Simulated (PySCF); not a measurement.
Isomers of C7H14OSi, mass 142.081 u with the commonest isotopes. The calculation used PBE0/pcSseg-1 in PySCF (dipole) on a GFN2-xTB geometry, gas phase. One conformer each, none proved a minimum here; rigid rotors.

Question: Order these by rotational constant A, smallest first.
A. `[CH2:1]=[CH:2][C:3](=[CH2:4])[O:5][Si:6]([CH3:7])([CH3:8])[CH3:9]` with C1–C2–C3–C4 180°, C2–C3–O5–Si6 110°
B. `[CH2:1]=[C:2]([CH3:3])[C@@H:4]1[CH2:5][SiH2:6][C@@H:7]1[O:8][CH3:9]` with C1–C2–C4–C5 -124°, Si6–C7–O8–C9 178°, C2–C4–C5–Si6 -107°, C4–C5–Si6–C7 -11°, C5–Si6–C7–O8 134°, C2–C4–C7–Si6 106°
C. `[CH2:1]=[C:2]([CH3:3])[CH2:4][C@@H:5]1[SiH2:6][C@@H:7]1[O:8][CH3:9]` with C1–C2–C4–C5 101°, C2–C4–C5–Si6 -74°, Si6–C7–O8–C9 -163°
D. `[CH2:1]=[C:2]([CH3:3])[C@@H:4]1[SiH2:5][C@@H:6]1[O:7][CH2:8][CH3:9]` with C1–C2–C4–Si5 -154°, Si5–C6–O7–C8 -155°, C6–O7–C8–C9 176°

Answer: D (1562 MHz), B (1644 MHz), A (1852 MHz), C (1982 MHz).

Question: Order these by out-of-plane moment Σ m c² = (Ia + Ib − Ic)/2, largest first.
A. `[CH2:1]=[C:2]([CH3:3])[C@@H:4]1[SiH2:5][C@@H:6]1[O:7][CH2:8][CH3:9]` with C1–C2–C4–Si5 -154°, Si5–C6–O7–C8 -155°, C6–O7–C8–C9 176°
B. `[CH2:1]=[C:2]([CH3:3])[C@@H:4]1[CH2:5][SiH2:6][C@@H:7]1[O:8][CH3:9]` with C1–C2–C4–C5 -124°, Si6–C7–O8–C9 178°, C2–C4–C5–Si6 -107°, C4–C5–Si6–C7 -11°, C5–Si6–C7–O8 134°, C2–C4–C7–Si6 106°
C. `[CH2:1]=[C:2]([CH3:3])[CH2:4][C@@H:5]1[SiH2:6][C@@H:7]1[O:8][CH3:9]` with C1–C2–C4–C5 101°, C2–C4–C5–Si6 -74°, Si6–C7–O8–C9 -163°
D. `[CH2:1]=[CH:2][C:3](=[CH2:4])[O:5][Si:6]([CH3:7])([CH3:8])[CH3:9]` with C1–C2–C3–C4 180°, C2–C3–O5–Si6 110°

Answer: D (86.30 u·Å²), B (77.72 u·Å²), A (74.53 u·Å²), C (71.55 u·Å²).

Question: Order these by dipole moment, largest first.
A. `[CH2:1]=[C:2]([CH3:3])[C@@H:4]1[SiH2:5][C@@H:6]1[O:7][CH2:8][CH3:9]` with C1–C2–C4–Si5 -154°, Si5–C6–O7–C8 -155°, C6–O7–C8–C9 176°
B. `[CH2:1]=[C:2]([CH3:3])[C@@H:4]1[CH2:5][SiH2:6][C@@H:7]1[O:8][CH3:9]` with C1–C2–C4–C5 -124°, Si6–C7–O8–C9 178°, C2–C4–C5–Si6 -107°, C4–C5–Si6–C7 -11°, C5–Si6–C7–O8 134°, C2–C4–C7–Si6 106°
C. `[CH2:1]=[C:2]([CH3:3])[CH2:4][C@@H:5]1[SiH2:6][C@@H:7]1[O:8][CH3:9]` with C1–C2–C4–C5 101°, C2–C4–C5–Si6 -74°, Si6–C7–O8–C9 -163°

Answer: C (1.47 D), B (0.91 D), A (0.53 D).

```
                       SMILES  point group  Ia (u·Å²)  Ib (u·Å²)  Ic (u·Å²)      κ  μa (D)  μb (D)  μc (D)
C=C(C)[C@@H]1C[SiH2][C@@H]1OC           C1     307.36     390.24     542.17   0.02    0.04    0.06    0.90
         C=CC(=C)O[Si](C)(C)C           C1     272.90     518.07     618.37  -0.69    0.44    0.01    0.91
C=C(C)[C@@H]1[SiH2][C@@H]1OCC           C1     323.50     450.57     625.00  -0.17    0.00    0.02    0.53
C=C(C)C[C@@H]1[SiH2][C@@H]1OC           C1     254.99     594.83     706.71  -0.79    0.10    0.60    1.33
```
